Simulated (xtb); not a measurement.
xtb input (GFN1-xTB):

```bash
xtb mol.xyz --gfn 1 --sp --chrg 0 --uhf 0
```
mol.xyz:
```
10

C     -1.71495094    -0.35413656     0.16004949
Al     0.01627263     0.52123333    -0.10740787
C      1.68451948    -0.49673520     0.01688218
H     -1.90246231    -0.49261421     1.23139874
H     -1.74024030    -1.35225001    -0.28654248
H     -2.55292045     0.22077073    -0.23944115
H      0.07707765     2.07469350    -0.43294562
H      2.50572762     0.09749182     0.42548534
H      1.58270417    -1.40234984     0.61982808
H      2.00115827    -0.81654461    -0.98307062
```

End of the output:

```
         :::::::::::::::::::::::::::::::::::::::::::::::::::::
         ::                     SUMMARY                     ::
         :::::::::::::::::::::::::::::::::::::::::::::::::::::
         :: total energy              -9.250121805464 Eh    ::
         :: gradient norm              0.011154007694 Eh/a0 ::
         :: HOMO-LUMO gap              5.581936253426 eV    ::
         ::.................................................::
         :: SCC energy                -9.364213658005 Eh    ::
         :: -> electrostatic           0.005606197482 Eh    ::
         :: repulsion energy           0.116343477135 Eh    ::
         :: dispersion energy         -0.002251624594 Eh    ::
         :: halogen bond corr.         0.000000000000 Eh    ::
         :: add. restraining           0.000000000000 Eh    ::
         :: total charge              -0.000000000000 e     ::
         :::::::::::::::::::::::::::::::::::::::::::::::::::::

           -------------------------------------------------
          |                Property Printout                |
           -------------------------------------------------

    * Orbital Energies and Occupations

         #    Occupation            Energy/Eh            Energy/eV
      -------------------------------------------------------------
         1        2.0000           -0.6142194             -16.7138
         2        2.0000           -0.6096085             -16.5883
         3        2.0000           -0.5188168             -14.1177
         4        2.0000           -0.5102753             -13.8853
         5        2.0000           -0.5075211             -13.8104
         6        2.0000           -0.5031067             -13.6902
         7        2.0000           -0.5025635             -13.6754
         8        2.0000           -0.4246894             -11.5564
         9        2.0000           -0.4077356             -11.0951 (HOMO)
        10                         -0.2026032              -5.5131 (LUMO)
        11                         -0.1286010              -3.4994
        12                         -0.1204212              -3.2768
        13                         -0.1147963              -3.1238
        14                         -0.1012376              -2.7548
        15                         -0.0967766              -2.6334
        16                         -0.0939574              -2.5567
        17                         -0.0809065              -2.2016
        18                         -0.0361408              -0.9834
Note: The following floating-point exceptions are signalling: IEEE_DENORMAL
normal termination of xtb
        19                          0.0587841               1.5996
        20                          0.0625626               1.7024
       ...                                ...                  ...
        31                          1.0317493              28.0753
      -------------------------------------------------------------
                  HL-Gap            0.2051324 Eh            5.5819 eV
             Fermi-level           -0.3051694 Eh           -8.3041 eV

  Mulliken/CM5 charges         n(s)   n(p)   n(d)
     1C    -0.23264 -0.34480   1.016  3.216  0.000
     2Al    0.33209  0.16017   1.333  1.062  0.273
     3C    -0.23364 -0.34579   1.016  3.218  0.000
     4H     0.04921  0.10305   0.951  0.000  0.000
     5H     0.04716  0.10097   0.953  0.000  0.000
     6H     0.04841  0.10209   0.952  0.000  0.000
     7H    -0.15517 -0.08155   1.155  0.000  0.000
     8H     0.04883  0.10254   0.951  0.000  0.000
     9H     0.04615  0.09992   0.954  0.000  0.000
    10H     0.04959  0.10342   0.950  0.000  0.000

Wiberg/Mayer (AO) data.
largest (>0.10) Wiberg bond orders for each atom

 ---------------------------------------------------------------------------
     #   Z sym  total        # sym  WBO       # sym  WBO       # sym  WBO
 ---------------------------------------------------------------------------
     1   6 C    3.913 --     6 H    0.939     5 H    0.933     4 H    0.928
                             2 Al   0.925     3 C    0.107
     2  13 Al   3.003 --     1 C    0.925     3 C    0.924     7 H    0.816
     3   6 C    3.912 --     8 H    0.936     9 H    0.934    10 H    0.928
                             2 Al   0.924     1 C    0.107
     4   1 H    0.996 --     1 C    0.928
     5   1 H    0.997 --     1 C    0.933
     6   1 H    0.998 --     1 C    0.939
     7   1 H    0.977 --     2 Al   0.816
     8   1 H    0.997 --     3 C    0.936
     9   1 H    0.997 --     3 C    0.934
    10   1 H    0.996 --     3 C    0.928
 ---------------------------------------------------------------------------

Topologies differ in total number of bonds
Writing topology from bond orders to xtbtopo.mol

 dipole moment from electron density (au)
     X       Y       Z
  -0.0176  -0.4633   0.0947  total (Debye):    1.203

           -------------------------------------------------
          | TOTAL ENERGY               -9.250121805464 Eh   |
          | GRADIENT NORM               0.011154007694 Eh/α |
          | HOMO-LUMO GAP               5.581936253426 eV   |
           -------------------------------------------------

------------------------------------------------------------------------
------------------------------------------------------------------------
 total:
 SCF:
```
